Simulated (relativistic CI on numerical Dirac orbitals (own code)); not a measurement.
# How well does a small relativistic CI reproduce Al2+?

Computed by Dirac-Coulomb-Breit CI, KLI orbitals optimised for each configuration, model QED (radiative potential, 1s self-energy scaled to tabulated hydrogen-like ionisation energies), valence Slater integrals scaled by 0.85, P86 correlation estimate, and configurations built on the next ion tied to the tabulated ionisation energy (semi-empirical) (own radial code, finite nucleus).

CI space (outside the closed core [Ne]): 3s, 3p, 3d, 4s, 4p, 4d, 4f, 5s, 5p, 5d, 5g, 5f. Levels of other configurations are missing.

```tsv
Configuration	Term (tabulated)	J	Measured (cm⁻¹)	Computed	Error	Purity (%)
3s	2S	1/2	0.0	0	0	100
3p	2P°	1/2	53682.9	54299	616	100
3p	2P°	3/2	53916.6	54520	603	100
3d	2D	5/2	115956.2	115762	-195	100
3d	2D	3/2	115958.5	115767	-192	100
4s	2S	1/2	126164.1	126270	106	100
4p	2P°	1/2	143633.4	143880	247	100
4p	2P°	3/2	143713.5	143954	241	100
4d	2D	5/2	165786.3	166066	280	100
4d	2D	3/2	165787.5	166069	282	100
4f	2F°	5/2	167612.8	167711	99	100
4f	2F°	7/2	167613.4	167712	98	100
5s	2S	1/2	170637.4	170606	-31	100
5p	2P°	1/2	178433.4	178595	162	100
5p	2P°	3/2	178470.3	178628	158	100
5d	2D	5/2	188877.6	189248	370	100
5d	2D	3/2	188878.2	189250	371	100
5f	2F°	5/2	189876.1	189935	59	100
5f	2F°	7/2	189876.4	189935	59	100
```

Measured levels from NIST levels in Kelleher and Podobedova, J. Phys. Chem. Ref. Data 37, 709 (2008); pairs were made by configuration, J and term (by order where the table uses no LS term), so strongly mixed levels may be paired wrongly.

Mean error by configuration (cm⁻¹): 3p 610; 3d -193; 4s 106; 4p 244; 4d 281; 4f 98; 5s -31; 5p 160; 5d 371; 5f 59. Over the excited levels the mean absolute error is 232 cm⁻¹ (18 of the 18 excited levels that our extract of the source holds in range could be paired), and the median relative error of those above 1,000 cm⁻¹ is 0.17 %.
